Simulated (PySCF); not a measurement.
H3NOSe, SMILES N[Se]O. The structure is a stationary point at TPSSh-D3(BJ)/def2-TZVP. The values are those of a single conformer.

Method: TPSSh-D3(BJ)/def2-TZVP run with PySCF 2.14.0.

Harmonic wavenumbers (cm⁻¹): 252, 415, 476, 533, 619, 769, 1005, 1072, 1596, 3493, 3601, 3756. Rotational constants (GHz): 15.21, 6.949, 4.979; symmetry number 1.

Task: Work out the zero-point energy and the ideal-gas rigid-rotor harmonic-oscillator thermochemistry at 298.15 K and 1 atm.

Result: ZPE = ½ Σ hcν = ½ × 17588 cm⁻¹ = 25.14 kcal/mol. H − E(el) = 28.47 kcal/mol. Entropy in cal/(mol K): translation 40.06, rotation 23.93, vibration 4.75, total 68.73. G − E(el) = 7.98 kcal/mol. Cp = 16.05 cal/(mol K).
